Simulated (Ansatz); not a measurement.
`[F][Sn]([F])([F])[Br]` + H₂ → `[F][SnH]([F])[F]` + HBr  (hydrogenolysis of the Sn–Br bond)

Isolated molecules relaxed with PBE0-D4/def2-TZVP in Ansatz; ΔE leaves out vibrations. CBS: MP2 limit from def2 TZ/QZ plus the TZ coupled-cluster correction, frozen cores. This one scheme is used for every species. Elements past krypton have def2 core potentials. For Br, Sn outer-core shells are correlated without core-valence functions, which leaves a few kJ/mol of doubt a bond. Scalar relativity is left out up to krypton.

`[F][Sn]([F])([F])[Br]`:

Z-matrix (Å, degrees):
```
Sn
F 1 1.884
F 1 1.884 2 106.5
Br 1 2.407 2 112.3 3 123.3
F 1 1.884 2 106.5 3 -113.4
```

H₂:

Cartesian coordinates in Å:
```
H 0.313 0.102 -0.175
H -0.313 -0.102 0.175
```

`[F][SnH]([F])[F]`:

Cartesian coordinates in Å:
```
F 1.587 0.469 0.819
Sn 0.003 -0.114 -0.034
F -0.254 1.093 -1.466
F -1.383 0.279 1.191
H 0.047 -1.727 -0.510
```

HBr:

Cartesian coordinates in Å:
```
Br -0.057 0.202 -0.679
H 0.057 -0.202 0.679
```

| level | ΔE (eV) |
| --- | --- |
| MP2/def2-TZVPP | 0.67 |
| SCS-MP2/def2-TZVPP | 0.62 |

What does CCSD(T)/CBS give? (An estimate is asked.)

Computed: +0.69 eV. The listed levels differ from it by -0.02, -0.07 eV.

Largest T1 diagnostic among the species: 0.015.

Leaving LDA and LC-ωPBE aside and taking each functional with its dispersion term where it has one, the values, not all of them listed here, spread over 0.13 eV, from CAM-B3LYP-D4 to r2SCAN-D4. LDA lies −0.09 eV from PBE without D4. From r2SCAN to r2SCAN0 (25 % exact exchange), in def2-TZVPP and without D4, ΔE moves by −0.04 eV. At CCSD(T), def2-SVP lies −0.16 eV from the extrapolated value and def2-TZVPP −0.11 eV.
